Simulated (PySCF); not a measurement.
Polarisability and C₆ of Xe (xenon, neutral)

[Xe], closed-shell 1S. Computed with PySCF 2.14 in ANO-RCC-VTZP, with the spin-free X2C one-electron Hamiltonian (Gaussian nucleus). Coupled (time-dependent) response in atomic units; α is the mean over directions. The basis has no added diffuse functions, which lowers α and C₆.

```json
{"method": "wB97X-V", "mean α (bohr³)": "16.48", "C₆ (like pair)": "173.1", "S(−4)": "26.05"}
```

S(−4) is the Cauchy moment in α(ω) = α(0) + S(−4) ω² + …

Reference α: 27.32 ± 0.2 bohr³ (recommended; Schwerdtfeger and Nagle, table of static dipole polarizabilities (2023 update)). Published C₆: 302.0 (Gould and Bucko (2016)).

α(iu) at wB97X-V:

```json
{"u (hartree)": "0", "α(iu) (bohr³)": "16.48"}
{"u (hartree)": "0.0500", "α(iu) (bohr³)": "16.42"}
{"u (hartree)": "0.100", "α(iu) (bohr³)": "16.23"}
{"u (hartree)": "0.200", "α(iu) (bohr³)": "15.51"}
{"u (hartree)": "0.300", "α(iu) (bohr³)": "14.45"}
{"u (hartree)": "0.500", "α(iu) (bohr³)": "11.93"}
{"u (hartree)": "0.750", "α(iu) (bohr³)": "8.998"}
{"u (hartree)": "1.00", "α(iu) (bohr³)": "6.802"}
{"u (hartree)": "1.50", "α(iu) (bohr³)": "4.183"}
{"u (hartree)": "2.00", "α(iu) (bohr³)": "2.845"}
{"u (hartree)": "3.00", "α(iu) (bohr³)": "1.602"}
{"u (hartree)": "5.00", "α(iu) (bohr³)": "0.7384"}
```
